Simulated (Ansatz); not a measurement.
`[SiH2]` + `[F][Ge][SH]` → `F[SiH]` + `[SH][GeH]` at 700 K and 1 bar (redistribution).

Isolated molecules relaxed with PBE0-D4/def2-TZVP in Ansatz; ΔE leaves out vibrations. CBS: MP2 limit from def2 TZ/QZ plus the TZ coupled-cluster correction, frozen cores. This one scheme is used for every species. For Ge outer-core shells are correlated without core-valence functions, which leaves a few kJ/mol of doubt a bond. Scalar relativity is left out up to krypton. One conformer a species, not always the lowest.

```
      species  CCSD(T)/CBS energy (Eh)  H − E (kJ/mol)  S (J/(mol·K))
     `[SiH2]`               -290.19011            56.3          240.4
`[F][Ge][SH]`              -2574.33845            71.2          353.4
     `F[SiH]`               -389.46371            50.0          276.0
  `[SH][GeH]`              -2475.08182            77.6          321.3
```

H − E and S are ideal-gas, rigid-rotor, harmonic terms from PBE0-D4/def2-TZVP, for one conformer and one mirror image of each species. 1 Eh = 2625.50 kJ/mol, R = 8.31446 J/(mol·K).

Task: By hand: ΔE, ΔH, ΔS and ΔG.

Result: ΔE = (-389.46371) + (-2475.08182) − (-290.19011) − (-2574.33845) = -0.01697 Eh = -44.6 kJ/mol. Δ(H − E) = 50.0 + 77.6 − 56.3 − 71.2 = 0.1, so ΔH = -44.5 kJ/mol. ΔS = 276.0 + 321.3 − 240.4 − 353.4 = 3.5 J/(mol·K). ΔG = -44.5 − 700 × (3.5)/1000 = -47.0 kJ/mol.

Task: By hand: the equilibrium constant, and the temperature at which ΔG would vanish if ΔH and ΔS stayed fixed.

Result: log₁₀ K = −ΔG/(RT ln 10) = 3.5. ΔH and −TΔS have one sign here, so there is no such temperature.

The number of gas molecules stays the same, so ΔS is small and ΔH decides. A doubt of 5 kJ/mol in ΔE shifts log₁₀ K by 0.4 here. Other conformers and mirror images would add mixing entropy, several J/(mol·K) or more a flexible species. These are equilibria of isolated gas molecules and say nothing of rates. Largest T1 diagnostic: 0.015 (customary marks: 0.02 for closed shells, 0.045 for open ones).

ΔS is within the doubt of such terms, so its sign, and with it that verdict, could turn.
